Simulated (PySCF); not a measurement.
C5H6F3N2S (charge +1).
SMILES with atom numbers: `[CH3:1][n+:2]1[cH:3][nH:4][cH:5][c:6]1[S:7][C:8]([F:9])([F:10])[F:11]`

Geometry (GFN2-xTB, Å), atoms numbered from 1 in this order:
```xyz
17
C5H6F3N2S angstrom
C     -1.658   -1.610    0.568
N     -1.062   -0.304    0.522
C     -1.548    0.822    1.036
N     -0.700    1.812    0.781
C      0.364    1.325    0.084
C      0.138   -0.019   -0.083
S      1.033   -1.308   -0.859
C      2.479   -0.311   -1.443
F      3.096    0.258   -0.414
F      2.075    0.660   -2.253
F      3.312   -1.098   -2.077
H     -1.833   -1.977   -0.444
H     -2.603   -1.568    1.105
H     -0.987   -2.308    1.071
H     -2.475    0.910    1.570
H     -0.814    2.780    1.056
H      1.176    1.948   -0.231
```

Definitions: NICS(0) = −σiso at the ring centroid; NICS(1) = −σiso and NICS(1)zz = −σzz at ±1 Å along the ring normal z. Level: GIAO PBE0/pcSseg-1 (PySCF, non-relativistic, gas phase) on the GFN2-xTB geometry, one conformer.

Ring bond lengths (Å), with Mayer bond orders in brackets: N2–C3 1.330 (1.28), C3–N4 1.329 (1.30), N4–C5 1.361 (1.14), C5–C6 1.374 (1.51), C6–N2 1.374 (1.08).

Problem. What do the NICS probes read (ppm)?

Solution. 
```csv
ring,type,NICS(0),"NICS(1), two faces","NICS(1)zz, two faces",rms pucker (Å),"centre to ring atoms, mean (Å)"
N2–C3–N4–C5–C6,5-membered ring with 2 N; formal bonds all aromatic,-13.7,-10.0 / -10.0,-26.2 / -26.2,0.00,1.15
```

Problem. What can be read from them?

Solution. 
- N2–C3–N4–C5–C6: mean NICS(1)zz -26.2 ppm, shielded, aromatic by this magnetic criterion (flat ring, no four-coordinate atom).

Problem. What does the geometric index give? HOMA takes Krygowski's 1993 parameters.

Solution. 
- N2–C3–N4–C5–C6: HOMA 0.94; the largest term is that of C6–N2, α(R − Ropt)² = 0.15. The geometric and the magnetic index point the same way.

Problem. At the first NICS(1) probe listed for ring N2–C3–N4–C5–C6, 1 Å off the ring, how large is the induced field along the normal in 9.4 T applied along it?

Solution. NICSzz × B0 = -26.2 ppm × 9.4 T = -246 μT, against the applied field.

Problem. Give the inner angles of the rings and the Hirshfeld charges of the ring atoms.

Solution. 
- N2–C3–N4–C5–C6: N2 108.3° (+0.037 e), C3 108.9° (+0.122 e), N4 109.3° (-0.001 e), C5 106.5° (+0.001 e), C6 107.0° (+0.024 e); sum 540.0° against 540° for a flat convex ring.

Time: 94 s of wall time (with the writing of density and orbital grids). Hardware: Arm Neoverse N1, one thread, on a shared host. This is the whole shielding run at PBE0/pcSseg-1, SCF included.
